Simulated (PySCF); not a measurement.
# Frontier orbitals and the lowest excitations

Species: C4H7F3Se.
Cartesian coordinates in Å at the PBE0-D3(BJ)/def2-SVP level; atoms count from 1:
```
atom  x, y, z in Å
C1     2.6227    0.2898   -0.4689
C2     1.2104   -0.2351   -0.3046
Se3    0.2319    0.8741    0.9780
C4    -1.4084   -0.1634    1.0285
C5    -2.3650    0.0955   -0.1088
F6    -2.7656    1.3636   -0.1518
F7    -1.8245   -0.2025   -1.2971
F8    -3.4594   -0.6660    0.0276
H9     2.6278    1.3206   -0.8551
H10    3.1786   -0.3361   -1.1834
H11    3.1729    0.2806    0.4845
H12    0.6603   -0.2192   -1.2547
H13    1.2107   -1.2660    0.0812
H14   -1.1703   -1.2361    1.0500
H15   -1.9234    0.0888    1.9657
```

The calculation used TDDFT CAM-B3LYP/def2-SVPD, vertical, gas phase, core orbitals frozen in the response (PySCF). The CAM-B3LYP/def2-SVPD calculation is non-relativistic and has no spin–orbit coupling, an omission that weighs most on selenium.

Kohn–Sham orbitals with the atoms that hold most of them (Löwdin shares over 4%, at most four atoms; ? is withheld):

```json
{"orbital": "HOMO-3", "ε (eV)": "-11.79", "atoms": "C1 31%, C2 22%, H9 13%, H11 12%"}
{"orbital": "HOMO-2", "ε (eV)": "-11.38", "atoms": "Se3 28%, C4 24%, C1 16%, C2 10%"}
{"orbital": "HOMO-1", "ε (eV)": "-10.23", "atoms": "Se3 51%, C2 22%, C4 8%, C1 4%"}
{"orbital": "HOMO", "ε (eV)": "-7.89", "atoms": "?"}
{"orbital": "LUMO", "ε (eV)": "?", "atoms": "?"}
{"orbital": "LUMO+1", "ε (eV)": "1.10", "atoms": "Se3 47%, H13 10%, H14 9%, C2 6%"}
{"orbital": "LUMO+2", "ε (eV)": "1.13", "atoms": "Se3 66%, C4 7%, H15 4%, C2 4%"}
```

Problem. Give the leading atoms of the LUMO.

Solution. Se3 (bonded to 2 C) 58%; C4 (bonded to C, Se and 2 H) 8%; C2 (bonded to C, Se and 2 H) 8%; C1 (bonded to C and 3 H) 6%. By element: selenium 58%, carbon 22% or more.

Problem. Give the leading atoms of the HOMO.

Solution. Se3 (bonded to 2 C) 72%; C2 (bonded to C, Se and 2 H) 10%; C4 (bonded to C, Se and 2 H) 9%. By element: selenium 72%, carbon 19% or more.

Problem. What is the LUMO energy, and the HOMO–LUMO gap?

Solution. ε(LUMO) = 0.64 eV; the gap is 8.52 eV (0.3133 hartree).

Problem. How does S1 compare with the orbital gap of 8.52 eV?

Solution. S1 is at 4.81 eV (f = 0.0002), 3.72 eV below the gap, made of HOMO→LUMO (83%), HOMO→LUMO+4 (14%). 

Next come S2 at 5.93 eV (f 0.025), HOMO→LUMO+2 (86%); S3 at 6.22 eV (f 0.025), HOMO→LUMO+1 (93%); S4 at 6.97 eV (f 0.030), HOMO→LUMO+4 (50%), HOMO→LUMO+3 (24%), HOMO→LUMO (10%); S5 at 7.06 eV (f 0.014), HOMO→LUMO+5 (51%), HOMO→LUMO+7 (10%), HOMO→LUMO+3 (9%).

Löwdin shares depend on the basis, the more so with diffuse functions.

One conformer stands for the species.
